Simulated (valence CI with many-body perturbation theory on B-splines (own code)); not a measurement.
**E1 line list for Sc IX**

Calculated by relativistic CI+MBPT: three valence electrons over a frozen Dirac-Fock core [Ne], radial functions for each j: 11 s, 11 p, 10 d, 8 f, 5 g, 2 h, with the one-electron correlation potential Σ1, the two-electron term Σ2, the three-electron term Σ3, Breit, model QED; selected CI, second order for the rest, scaled by the run's own slope (own B-spline code, finite nucleus).

No measured levels were compared; by estimate levels of excited configurations hold to 0.05 to 0.15 % of their energy, terms of the ground configuration to about 0.5 %.

Lines 1 to 50 of 578 in falling wavelength, among levels below 1031500 cm⁻¹, chosen from the strongest by gf and those to the six lowest levels. Wavelengths and rates use the calculated energies, so an error of 200 cm⁻¹ moves a line at 4166 Å by 0.83 % and its rate by three times that or more. Electric multipoles are in the length gauge, E1 and E2 with the static RPA response of the core. Weak lines are less certain than strong ones. Lines between different terms over intervals too small for the method are left out, as are lines whose strength nearly cancels. Where a level lies close to another of its J and parity, the split of strength between their lines is uncertain. The highest levels of a list are the least certain.

Names give the largest LS component (configuration and term), which can be under half, so a name can repeat, a term be missing and a line seem to break the LS rules; names also repeat where a configuration has a term twice. Letters in brackets count levels of one name in rising energy.

| λ vac (Å) | Upper | Lower | A (s⁻¹) | log gf | Branch % |
| --- | --- | --- | --- | --- | --- |
| 4166 | 3s²5p ²P°_1/2 | 3s²5s ²S_1/2 | 4.65e+07 | -0.62 | 0.3 |
| 4033 | 3s²5p ²P°_3/2 | 3s²5s ²S_1/2 | 5.06e+07 | -0.31 | 0.3 |
| 2236 | 3s²5p ²P°_1/2 | 3s3p4p ²S_1/2 [b] | 2.24e+08 | -0.47 | 1.3 |
| 2197 | 3s²5p ²P°_3/2 | 3s3p4p ²S_1/2 [b] | 2.72e+08 | -0.10 | 1.6 |
| 1958 | 3s3p4p ⁴D_3/2 | 3s3p4s ²P°_3/2 [a] | 9.40e+07 | -0.67 | 0.3 |
| 1915 | 3s²4f ²F°_7/2 | 3s²4d ²D_5/2 | 3.30e+08 | 0.16 | 0.2 |
| 1909 | 3s²4f ²F°_5/2 | 3s²4d ²D_3/2 | 3.10e+08 | 0.01 | 0.2 |
| 1476 | 3s3p4p ⁴D_5/2 | 3s3p4s ⁴P°_5/2 | 1.37e+08 | -0.57 | 0.7 |
| 1475 | 3s3p4p ²P_3/2 [a] | 3s3p4s ⁴P°_3/2 | 2.33e+08 | -0.52 | 0.7 |
| 1422 | 3s3p4p ²P_1/2 [b] | 3s3p4s ²P°_3/2 [b] | 4.30e+08 | -0.58 | 0.9 |
| 1420 | 3s3p4p ²D_3/2 [b] | 3s3p4s ²P°_3/2 [b] | 4.22e+08 | -0.29 | 1.1 |
| 1414 | 3s3p4p ²D_3/2 [b] | 3s3p4s ²P°_1/2 [b] | 2.76e+08 | -0.48 | 0.7 |
| 1410 | 3s3p4p ²D_5/2 [a] | 3s3p4s ²P°_3/2 [a] | 6.95e+08 | 0.09 | 1.4 |
| 1407 | 3s3p4p ⁴D_7/2 | 3s3p4s ⁴P°_5/2 | 7.69e+08 | 0.26 | 4.0 |
| 1401 | 3s3p4p ⁴D_5/2 | 3s3p4s ⁴P°_3/2 | 6.18e+08 | 0.04 | 3.2 |
| 1399 | 3s3p4p ²D_3/2 [a] | 3s3p4s ²P°_1/2 [a] | 5.30e+08 | -0.21 | 1.1 |
| 1393 | 3s3p4p ²D_5/2 [b] | 3s3p4s ²P°_3/2 [b] | 7.27e+08 | 0.10 | 2.0 |
| 1384 | 3s3p4p ²P_3/2 [b] | 3s3p4s ²P°_3/2 [b] | 2.97e+08 | -0.47 | 0.7 |
| 1383 | 3s3p4p ⁴D_3/2 | 3s3p4s ⁴P°_1/2 | 2.95e+08 | -0.47 | 0.9 |
| 1378 | 3s3p4p ²P_3/2 [b] | 3s3p4s ²P°_1/2 [b] | 4.63e+08 | -0.28 | 1.1 |
| 1366 | 3s²4p ²P°_1/2 | 3s²4s ²S_1/2 | 7.56e+08 | -0.37 | 4.4 |
| 1364 | 3s3p4p ²S_1/2 [b] | 3s3p4s ²P°_1/2 [b] | 4.19e+08 | -0.63 | 0.7 |
| 1331 | 3s²4p ²P°_3/2 | 3s²4s ²S_1/2 | 8.15e+08 | -0.06 | 4.8 |
| 1328 | 3p3d² ²P°_3/2 [b] | 3s3p4p ²S_1/2 [a] | 2.01e+08 | -0.67 | 0.6 |
| 1283 | 3s3p4p ⁴P_1/2 | 3s3p4s ⁴P°_3/2 | 8.62e+08 | -0.37 | 6.6 |
| 1282 | 3s3p4p ⁴P_5/2 | 3s3p4s ⁴P°_5/2 | 7.80e+08 | 0.06 | 5.7 |
| 1264 | 3s3p4p ⁴P_3/2 | 3s3p4s ⁴P°_3/2 | 3.59e+08 | -0.46 | 2.6 |
| 1259 | 3s3p4d ²D°_3/2 | 3s3p4p ²D_3/2 [a] | 2.41e+08 | -0.64 | 0.8 |
| 1246 | 3s3p4p ⁴S_3/2 | 3s3p4s ⁴P°_5/2 | 8.77e+08 | -0.09 | 4.9 |
| 1234 | 3s3p4p ⁴P_3/2 | 3s3p4s ⁴P°_1/2 | 4.94e+08 | -0.35 | 3.6 |
| 1225 | 3s3p4d ²P°_3/2 | 3s3p4p ²S_1/2 [a] | 4.87e+08 | -0.36 | 1.6 |
| 1225 | 3s3p4p ⁴P_5/2 | 3s3p4s ⁴P°_3/2 | 2.37e+08 | -0.49 | 1.7 |
| 1216 | 3s3p4d ²P°_1/2 | 3s3p4p ²S_1/2 [a] | 7.74e+08 | -0.46 | 2.2 |
| 1192 | 3s3p4p ⁴S_3/2 | 3s3p4s ⁴P°_3/2 | 2.44e+08 | -0.68 | 1.4 |
| 1156 | 3s3p4d ⁴D°_7/2 | 3s3p4p ⁴P_5/2 | 1.03e+09 | 0.22 | 1.4 |
| 1151 | 3s3p4p ²S_1/2 [a] | 3s3p4s ²P°_3/2 [a] | 9.07e+08 | -0.44 | 2.0 |
| 1144 | 3s3p4d ⁴D°_3/2 | 3s3p4p ⁴P_3/2 | 5.82e+08 | -0.34 | 0.8 |
| 1140 | 3s3p4d ⁴D°_5/2 | 3s3p4p ⁴P_3/2 | 6.08e+08 | -0.15 | 1.0 |
| 1131 | 3s3p4d ⁴D°_1/2 | 3s3p4p ⁴P_1/2 | 1.15e+09 | -0.35 | 1.6 |
| 1129 | 3s3p4d ²D°_5/2 | 3s3p4p ⁴P_3/2 | 2.23e+08 | -0.59 | 0.6 |
| 1129 | 3s3p4d ⁴D°_3/2 | 3s3p4p ⁴P_1/2 | 5.37e+08 | -0.39 | 0.8 |
| 1100 | 3p3d² ²D°_5/2 [b] | 3s3p4p ²D_3/2 [a] | 4.36e+08 | -0.32 | 0.9 |
| 1094 | 3s3p4d ²F°_7/2 | 3s3p4p ²D_5/2 [a] | 1.88e+09 | 0.43 | 3.8 |
| 1083 | 3s3p4d ²F°_5/2 | 3s3p4p ²D_3/2 [a] | 1.20e+09 | 0.10 | 2.7 |
| 1071 | 3s3p4d ⁴D°_7/2 | 3s3p4p ⁴D_7/2 | 2.58e+08 | -0.45 | 0.4 |
| 1044 | 3s²4d ²D_3/2 | 3s²4p ²P°_3/2 | 3.58e+08 | -0.63 | 0.8 |
| 1042 | 3s²4d ²D_5/2 | 3s²4p ²P°_3/2 | 2.16e+09 | 0.32 | 4.8 |
| 1037 | 3s3p4d ⁴D°_5/2 | 3s3p4p ⁴D_3/2 | 8.38e+08 | -0.09 | 1.4 |
| 1036 | 3s3p4d ²D°_3/2 | 3s3p4p ⁴D_1/2 | 6.12e+08 | -0.41 | 2.0 |
| 1034 | 3s3p4d ⁴D°_7/2 | 3s3p4p ⁴D_5/2 | 5.09e+08 | -0.19 | 0.7 |

(1) How does gf follow from A for the line at 1259 Å?

Results:

(1) gf = 1.4992 × (2J+1)_upper × A / σ², with σ = 79431 cm⁻¹ and 2J+1 = 4: gf = 0.229.
